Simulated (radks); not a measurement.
The numbers below are computed, except where a source is named.
Os2+, 74 electrons, occupied as [Xe] 4f14 5d6 (the NIST ground configuration).

Level of theory: scalar-relativistic Kohn-Sham, PBEsol, spin-polarised, spherical densities, point nucleus; open shells are filled with parallel spins first (spin-orbit coupling, left out, can overturn this in heavy ions); hard spherical wall at 7 bohr (a radial shooting solver on a logarithmic mesh with Libxc functionals).

Energy parts (eV):
total: -469342.92
kinetic: 520291.28
electron-nucleus: -1162213.06
Hartree: 181637.58
exchange-correlation: -9058.71

Orbitals (lengths in bohr, moments of r in powers of bohr):
| orbital | occ. | eigenvalue (eV) | <1/r> | <r^4> |
|---|---|---|---|---|
| 1s up | 1 | -73871.12 | 90.48 | 5.121e-07 |
| 1s down | 1 | -73871.13 | 90.48 | 5.121e-07 |
| 2s up | 1 | -12879.62 | 21.18 | 0.00007626 |
| 2s down | 1 | -12879.40 | 21.18 | 0.00007626 |
| 2p up | 3 | -11217.32 | 19.05 | 0.00006066 |
| 2p down | 3 | -11217.13 | 19.05 | 0.00006066 |
| 3s up | 1 | -3010.054 | 7.846 | 0.002785 |
| 3s down | 1 | -3009.969 | 7.846 | 0.002785 |
| 3p up | 3 | -2522.084 | 7.210 | 0.003021 |
| 3p down | 3 | -2521.991 | 7.210 | 0.003021 |
| 3d up | 5 | -1977.079 | 6.803 | 0.002328 |
| 3d down | 5 | -1976.920 | 6.803 | 0.002328 |
| 4s up | 1 | -648.3408 | 3.347 | 0.06421 |
| 4s down | 1 | -648.1283 | 3.346 | 0.06420 |
| 4p up | 3 | -488.2930 | 3.033 | 0.08577 |
| 4p down | 3 | -488.0908 | 3.032 | 0.08569 |
| 4d up | 5 | -289.7301 | 2.706 | 0.1231 |
| 4d down | 5 | -289.4907 | 2.707 | 0.1227 |
| 4f up | 7 | -69.1363 | 2.237 | 0.3294 |
| 4f down | 7 | -68.7215 | 2.244 | 0.3167 |
| 5s up | 1 | -109.3948 | 1.332 | 1.912 |
| 5s down | 1 | -107.6061 | 1.341 | 1.865 |
| 5p up | 3 | -68.9268 | 1.124 | 3.682 |
| 5p down | 3 | -66.6209 | 1.134 | 3.589 |
| 5d up | 5 | -24.0324 | 0.7679 | 19.16 |
| 5d down | 1 | -21.2374 | 0.7651 | 21.18 |
| 5f up | 0 | -2.4383 | 0.2896 | 348.9 |
| 5f down | 0 | -1.4383 | 0.2749 | 386.1 |
| 6s up | 0 | -21.5326 | 0.4941 | 78.93 |
| 6s down | 0 | -19.4488 | 0.4753 | 90.21 |
| 6p up | 0 | -13.9904 | 0.3975 | 167.7 |
| 6p down | 0 | -12.5526 | 0.3793 | 188.7 |

The highest occupied level is 5d down at -21.237 eV. The configuration is held as typed, so some empty levels lie below it. The pressure on the wall is 0.0158 GPa. The density falls to 0.001 e/bohr^3 at r = 3.64 bohr. Spin moment in Bohr magnetons: 4. Summed over all electrons, <r^2> = 42.30 bohr^2, which gives a Langevin (diamagnetic) susceptibility term of -33.5 x 10^-6 cm^3/mol.
